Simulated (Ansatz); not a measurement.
Consider the ligand exchange at the Si–N bond: `O=C=N[SiH3]` + `[OH][In]([F])[SH]` → `[F][In]([SH])[O][SiH3]` + `N=C=O`.

Gas-phase electronic energies from Ansatz, PBE0-D4/def2-TZVP geometries. CBS: MP2 limit from def2 TZ/QZ plus the TZ coupled-cluster correction, frozen cores. This one scheme is used for every species. DFT in def2-TZVPP. B3LYP here is the variant with VWN-RPA as its local correlation; programs differ in this. def2 core potentials past Kr. For In outer-core shells are correlated without core-valence functions, which leaves a few kJ/mol of doubt a bond. One conformer a species, not always the lowest.

Question: Is it downhill or uphill in electronic energy at CCSD(T)/CBS, and by how much? (Best estimate.)

Answer: The calculation gave: Downhill: ΔE = -0.15 eV.

Question: What do these levels give: r2SCAN-D4, ωB97X-V, ωB97M-V, B2PLYP, PBE, B3LYP, HF/def2-TZVPP, MP2/def2-TZVPP, SCS-MP2/def2-TZVPP, HF/def2-QZVPP, SCS-MP2/def2-QZVPP, MP2/CBS(def2)? (Best estimate.)

Answer: Computed: r2SCAN-D4 -0.12, ωB97X-V -0.12, ωB97M-V -0.12, B2PLYP -0.11, PBE -0.05, B3LYP -0.08, HF/def2-TZVPP -0.14, MP2/def2-TZVPP -0.13, SCS-MP2/def2-TZVPP -0.14, HF/def2-QZVPP -0.15, SCS-MP2/def2-QZVPP -0.14, MP2/CBS(def2) -0.11 eV.

Largest T1 diagnostic among the species: 0.018.
